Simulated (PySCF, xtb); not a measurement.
Ag(I) cation (AgI), SMILES [Ag][I] (connectivity only; charge and spin as stated), charge +1, multiplicity 2.

Harmonic wavenumbers (cm⁻¹) from xtb with GFN2-xTB at its own minimum, in rising order: 167.

Task: What does PBE-D3(BJ)/def2-TZVP in PySCF 2.14.0 give at its own minimum? (The exact figures need the calculation; the answer reports its results.)

Result: 158. Paired by order, the mean absolute difference is 8 cm⁻¹ and the zero-point energies are 0.2 and 0.2 kcal/mol.
